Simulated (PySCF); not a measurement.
Compound: SiEt3(vinyl), C8H18Si.
SMILES: `C=C[Si](CC)(CC)CC`

The closed-shell ground state was solved at several levels (PySCF, density fitting, gas phase, non-relativistic). Isolated species at its PBE0-D3(BJ)/def2-SVP geometry (one conformer only).

| level | basis functions | HOMO (eV) | LUMO (eV) | gap (eV) | dipole (D) |
| --- | --- | --- | --- | --- | --- |
| PBE0/pcSseg-1 | 250 | -7.42 | -0.15 | 7.27 | 0.16 |
| CAM-B3LYP/def2-SVPD | 328 | -8.74 | 0.91 | 9.65 | 0.17 |

**Question.** Estimate the row for KT2/pcSseg-1, a basis of 250 functions; the other rows only guide the guess.

**Answer.** HOMO -6.30 eV, LUMO -1.15 eV, gap 5.15 eV, dipole 0.18 D.

**Question.** Over all these levels, which gives the widest orbital gap and which the narrowest?

**Answer.** CAM-B3LYP/def2-SVPD (range-separated hybrid) has the widest, 9.65 eV, and KT2/pcSseg-1 (GGA) the narrowest, 5.15 eV. Functional and basis both differ between the two, so the spread mixes both effects.

**Question.** How far do the dipole and the HOMO energy spread over the levels?

**Answer.** The dipole runs from 0.16 to 0.18 D (mean 0.17 D) and the HOMO from -8.74 to -6.30 eV.
